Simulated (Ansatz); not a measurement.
**Abstraction of F: SnH3F + C3H6F → SnH3 + C3H6F2**

Species: SnH3F `[F][SnH3]`, singlet; C3H6F `C[CH]CF`, doublet; SnH3 `[SnH3]`, doublet; C3H6F2 `CC(F)CF`, singlet. A radical takes F: the energy is the difference in strength between the Sn–F bond broken and the C–F bond made.

Shapes, held fixed at every level: PBE0-D4/def2-TZVP. Flexible molecules stand in one conformer, not always the lowest. Programs: Ansatz 0.2.0. The zero-point and thermal change to 298 K, harmonic and unscaled (PBE0-D4/def2-TZVP), is +6.7 kJ/mol.

```csv
level,kind,ΔH(298 K) (kJ/mol),less CCSD(T)/def2-TZVPP,CPU time (sum over the molecules)
MP2/def2-SVP,perturbation theory,+0.4,-11.9,–
r2SCAN-D4/def2-TZVPP,meta-GGA,+27.3,+15.0,30 s
B3LYP-D4/def2-TZVPP,global hybrid,+22.8,+10.5,23 s
wB97M-V/def2-TZVPP,range-separated hybrid,+11.7,-0.6,60 s
wB97X-V/def2-TZVPP,range-separated hybrid,+20.9,+8.6,45 s
B2PLYP/def2-TZVPP,double hybrid,+22.2,+9.9,29 s
CCSD(T)/def2-SVP,coupled cluster or CI,-2.8,-15.1,33 s
CCSD(T)/def2-TZVPP,coupled cluster or CI,+12.3,0.0,13 min
```

The highest level, CCSD(T)/def2-TZVPP, gives ΔH(298 K) = +12.3 kJ/mol; the levels span -2.8 to +27.3. They disagree on the sign: 7 of 8 are positive. The column of differences is taken from that level and isn't an error. No measured value is set beside it here. Open shells run unrestricted. For atoms past krypton def2 sets carry core potentials with scalar relativity. Outer-core shells of Sn are correlated in most correlated rows, in sets that cover them unevenly. Times are processor times on shared x86 and Arm servers, and rough.
